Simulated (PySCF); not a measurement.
Vertical excitations of a molecule C3H5, multiplicity 2 from TDA-PBE0/def2-SVPD (PySCF 2.14.0), as energy in eV (oscillator strength): 4.11 (0.005), 5.65 (0.000), 6.00 (0.000), 6.29 (0.476), 6.32 (0.024), 6.38 (0.000), 6.41 (0.000), 6.99 (0.000), 7.61 (0.000), 7.75 (0.001). Coordinates come from a ωB97X-D3(BJ)/def2-TZVP optimisation. The values are those of a single conformer.

**Question.** Pick the molecule that these values belong to.
(A) C=[C]C
(B) [CH]=CC
(C) [CH2]C=C

**Answer.** C, [CH2]C=C
